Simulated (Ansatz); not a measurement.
`C=CCCCCCCCCC[S][Au]` with charge +1, relaxed as a doublet with UKS PBE-D4/def2-SVP in Ansatz, starting from the PBE-D4/def2-SVP geometry of the neutral singlet. Force threshold 0.03 eV/Å.

In the def2 sets Au takes a core potential; there is no spin–orbit coupling. The gap within one spin of the relaxed charge 1 doublet nearly closes, so an electron or hole may be smeared out by delocalisation error.

Start:

Cartesian coordinates in Å:
```
C -4.7029 0.1191 -3.4531
C -4.3333 -0.2873 -2.2260
C -3.9131 0.6237 -1.1051
C -2.4263 0.5026 -0.7105
C -2.0217 -0.8678 -0.1541
C -0.5395 -0.9847 0.2281
C -0.1106 -0.1116 1.4144
C 1.3492 -0.3010 1.8486
C 2.3873 0.1586 0.8183
C 3.8317 0.0017 1.3046
C 4.8596 0.4766 0.2808
S 6.6167 0.1876 0.7142
Au 6.9147 1.4199 2.6005
H -4.9898 -0.5977 -4.2388
H -4.7356 1.1906 -3.7184
H -4.3173 -1.3726 -2.0127
H -4.1295 1.6753 -1.3894
H -4.5335 0.4065 -0.2051
H -1.7978 0.7375 -1.5987
H -2.2040 1.2907 0.0407
H -2.6524 -1.1039 0.7340
H -2.2539 -1.6517 -0.9066
H 0.0787 -0.7422 -0.6649
H -0.3118 -2.0464 0.4712
H -0.2776 0.9626 1.1768
H -0.7760 -0.3354 2.2777
H 1.5260 -1.3736 2.0916
H 1.5206 0.2531 2.7977
H 2.1959 1.2246 0.5573
H 2.2589 -0.4103 -0.1291
H 4.0383 -1.0594 1.5625
H 3.9802 0.5771 2.2469
H 4.7627 -0.1041 -0.6658
H 4.7058 1.5421 0.0123
```

```json
{"step": "1", "energy (eV)": "-26240.4116", "largest force component (eV/Å)": "1.130", "SCF passes": "54"}
{"step": "2", "energy (eV)": "-26240.4465", "largest force component (eV/Å)": "0.346", "SCF passes": "30"}
{"step": "3", "energy (eV)": "-26240.4532", "largest force component (eV/Å)": "0.174", "SCF passes": "26"}
{"step": "4", "energy (eV)": "-26240.4545", "largest force component (eV/Å)": "0.057", "SCF passes": "26"}
{"step": "5", "energy (eV)": "-26240.4553", "largest force component (eV/Å)": "0.088", "SCF passes": "25"}
{"step": "6", "energy (eV)": "-26240.4559", "largest force component (eV/Å)": "0.075", "SCF passes": "25"}
{"step": "7", "energy (eV)": "-26240.4567", "largest force component (eV/Å)": "0.049", "SCF passes": "26"}
{"step": "8", "energy (eV)": "-26240.4573", "largest force component (eV/Å)": "0.049", "SCF passes": "26"}
{"step": "9", "energy (eV)": "-26240.4578", "largest force component (eV/Å)": "0.069", "SCF passes": "23"}
{"step": "10", "energy (eV)": "-26240.4582", "largest force component (eV/Å)": "0.070", "SCF passes": "24"}
{"step": "11", "energy (eV)": "-26240.4585", "largest force component (eV/Å)": "0.054", "SCF passes": "24"}
{"step": "12 (rejected)", "energy (eV)": "-26240.4582", "largest force component (eV/Å)": "0.084", "SCF passes": "24"}
{"step": "13", "energy (eV)": "-26240.4588", "largest force component (eV/Å)": "0.020", "SCF passes": "24"}
```

Force components are those of the run's own axes.

End:

```csv
atom,x (Å),y (Å),z (Å)
C1,-4.9688,0.1191,-3.3833
C2,-4.3824,-0.3126,-2.2251
C3,-3.9494,0.5724,-1.1130
C4,-2.4344,0.4835,-0.7670
C5,-1.9754,-0.8686,-0.2178
C6,-0.4801,-0.9266,0.1438
C7,-0.0730,-0.0255,1.3155
C8,1.3666,-0.2325,1.8119
C9,2.4482,0.1657,0.7989
C10,3.8624,0.0080,1.3727
C11,4.9386,0.4229,0.3613
S12,6.6536,0.1063,0.8830
Au13,6.9094,1.2346,2.8204
H14,-5.2855,-0.5883,-4.1656
H15,-5.1504,1.1922,-3.5663
H16,-4.2131,-1.3985,-2.1011
H17,-4.2244,1.6241,-1.3324
H18,-4.5094,0.2726,-0.1943
H19,-1.8473,0.7460,-1.6742
H20,-2.2363,1.2840,-0.0240
H21,-2.5786,-1.1259,0.6820
H22,-2.1799,-1.6684,-0.9612
H23,0.1163,-0.6774,-0.7620
H24,-0.2237,-1.9788,0.3964
H25,-0.2127,1.0454,1.0480
H26,-0.7609,-0.2145,2.1689
H27,1.5083,-1.2982,2.0994
H28,1.5121,0.3560,2.7437
H29,2.2917,1.2209,0.4808
H30,2.3557,-0.4513,-0.1210
H31,4.0319,-1.0443,1.6853
H32,3.9752,0.6309,2.2888
H33,4.8636,-0.1692,-0.5784
H34,4.8519,1.4960,0.0858
```

By distances, no bond broke or formed. The bond that changes most is C1–C2, from 1.34 to 1.37 Å (atoms count from 1).

No frequencies were taken in this run, so the end may be a saddle point.

Hardware: 4 threads of Arm Neoverse V2 on a shared host. Wall time 2.1 min.
